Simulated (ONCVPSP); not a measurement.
# Plane-wave convergence, ONCV potential for Sb (Z = 51)

```
Element                 : Sb
Generator               : ONCVPSP 4.0.1
Type                    : optimised norm-conserving Vanderbilt (ONCV)
Functional              : PBE
Relativity              : scalar-relativistic
Frozen core             : [Ar] 3d10
Valence charge          : 23
Reference configuration : 4s2 4p6 4d10 5s2 5p2.5 (charge +0.5)
Partial waves           : 4s+5s: rc 1.30 bohr, ncon 5, nbas 8, qcut 11.2 1/bohr, 2 projectors; 4p+5p: rc 1.20 bohr, ncon 4, nbas 7, qcut 11.6 1/bohr, 2 projectors; 4d: rc 1.35 bohr, ncon 3, nbas 8, qcut 9.3 1/bohr, 1 projector
Local potential         : polynomial inside 1.20 bohr (lpopt 5, dvloc0 0 Ha)
Core correction         : Teter function, fcfact 3.75, rcfact 1.55
```

For each optimised wave give the share of its norm inside rc, the residual kinetic energy above qcut (Ha) and the cutoffs (Ha) for errors of 10, 1, 0.1 and 0.01 mHa per electron.

```
wave  norm inside rc  residual KE  10 mHa  1 mHa  0.1 mHa  0.01 mHa
  4s           0.957      5.0e-06    39.2   48.0     54.8      60.4
  5s           0.086      3.0e-06    33.7   44.6     52.7      59.3
  4p           0.878      1.5e-06    29.8   46.1     55.1      62.0
  5p           0.037      1.2e-06    15.8   37.6     51.2      60.7
  4d           0.808      6.3e-05    30.9   36.8     42.4     135.5
```

The occupied waves need 48 Ha and 55 Ha for 1 and 0.1 mHa.
